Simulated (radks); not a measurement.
The selenium anion Se2-, [Kr], held by a Watson sphere: a shell of charge +2 at radius R that stands for the Madelung well of a crystal (potential energy -2/R inside, -2/r outside, in hartree with lengths in bohr). Method: scalar-relativistic Kohn-Sham, LDA (Slater exchange, Perdew-Wang correlation), spin-polarised, spherical densities, point nucleus; computed with a radial shooting solver on a logarithmic mesh with Libxc functionals. Response by self-consistent Sternheimer equations with the Hartree and adiabatic LDA kernel, the relativistic mass of each level held fixed and spin-orbit coupling left out. The sphere does not respond.

| R (bohr) | e(3d) (eV) | e(4s) (eV) | e(4p) (eV) | <r> 4p (bohr) | sum of <r^2> (bohr^2) | X-ray form factor at sin(theta)/lambda = 0.2 1/angstrom | alpha (bohr^3) |
|---|---|---|---|---|---|---|---|
| 2.67 | -51.123 | -17.220 | -7.171 | 2.405 | 57.33 | 27.033 | 38.79 |
| 2.94 | -50.804 | -16.587 | -6.675 | 2.472 | 59.96 | 26.967 | 45.07 |
| 2.98 | -50.760 | -16.499 | -6.602 | 2.481 | 60.34 | 26.959 | 46.08 |
| 3.08 | -50.650 | -16.286 | -6.422 | 2.504 | 61.29 | 26.942 | 48.70 |
| 3.9 | -49.806 | -14.841 | -5.077 | 2.674 | 68.73 | 26.876 | 75.74 |
| 4.67 | -49.097 | -13.852 | -4.054 | 2.804 | 75.25 | 26.875 | 112.0 |
| 4.8 | -48.987 | -13.710 | -3.903 | 2.824 | 76.33 | 26.877 | 119.4 |
| 5.18 | -48.683 | -13.333 | -3.496 | 2.879 | 79.45 | 26.883 | 143.8 |
